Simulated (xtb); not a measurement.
HSe, SMILES [SeH] (connectivity only; charge and spin as stated), charge -1, multiplicity 1. All values are semi-empirical tight-binding results from xtb (GFN2-xTB unless named), good for trends rather than for accurate numbers. Geometry optimised at GFN2-xTB. The spin state was assumed, not searched.

* **point group as xtb finds it**: C∞v
* **orbital gap**: 6.62 eV
* **static polarisability (D4 model)**: 30.3 bohr³
* **solvation energy, GFN2-xTB/ALPB(water)**: -77.5 kcal/mol
* **solvation energy, GFN2-xTB/ALPB(ch2cl2)**: -59.2 kcal/mol
